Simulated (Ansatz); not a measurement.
The cluster Al₂Sb⁺, relaxed as a singlet with RKS r2SCAN-D4/def2-TZVP in Ansatz, starting from the GFN2-xTB geometry. Force threshold 0.02 eV/Å.

In the def2 sets Sb takes a core potential; there is no spin–orbit coupling. The restricted singlet is unstable: a solution with broken spin symmetry lies lower. At r2SCAN-D4/def2-TZVP a triplet of charge 1 lies 0.28 eV below the restricted singlet, each at its own geometry. The structure comes from a short search, and lower isomers may exist.

Start:

```tsv
atom	x (Å)	y (Å)	z (Å)
Al1	0.384	-0.356	-1.458
Al2	0.321	-0.963	1.173
Sb3	-0.705	1.318	0.285
```

Question: Estimate the energy that the relaxation releases and the steps that it takes.

Answer: 0.15 eV, in 4 steps; 9 s on 2 threads of Arm Neoverse V2 on a shared host. No frequencies were taken in this run, so the end may be a saddle point.

Question: Does the start keep its bonding and symmetry?

Answer: By distances, no bond broke or formed. The bond that changes most is Al2–Sb3, from 2.65 to 2.61 Å (atoms count from 1). Point group C2v at the start, C2v at the end, both within 0.05 Å.

Question: Predict the relaxed structure.

Answer: 
```xyz
3

Al    0.384   -0.393   -1.328
Al    0.327   -0.938    1.039
Sb   -0.711    1.331    0.289
```
Bond lengths (bridged metal pairs left out): 2 × Al–Sb 2.61 Å.
